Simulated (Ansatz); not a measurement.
Frontier orbitals of CH₉NSi₂, SMILES `CN[SiH2][SiH3]`.

Z-matrix (Å, degrees):
```
C
N 1 1.448
H 1 1.093 2 109.5
H 1 1.093 2 110.8 3 -117.7
H 1 1.098 2 113.9 3 120.2
Si 2 1.722 1 122.6 3 -37.9
H 2 1.008 1 113.6 3 171.6
Si 6 2.354 2 115.3 1 -62.4
H 6 1.491 2 108.4 1 58.0
H 6 1.489 2 107.1 1 176.3
H 8 1.490 6 110.9 2 -61.9
H 8 1.490 6 111.2 2 177.7
H 8 1.491 6 110.9 2 57.6
```

Total charge 0; spin multiplicity 1. The structure was optimised at the PBE0-D4/def2-TZVP level. It is one conformer, not always the lowest. Basis def2-TZVPP, the Gaussian-basis code of Ansatz.

Orbital energies of one run (eV). Highest occupied ones, from the top: -5.34, -7.34, -7.96, -8.26, -8.56, -8.72, -10.09, -10.55, -11.63, -12.60, -13.77, -16.55, -21.92, -93.69. Empty: -0.89, -0.29, 0.21, 0.33, 0.67, 0.93.

Which functional gave them?
A. BHLYP
B. ωB97M-V
C. r2SCANh
D. PBE

D. HOMO energies: PBE -5.34, BHLYP -7.76, ωB97M-V -8.77, r2SCANh -6.05 eV.
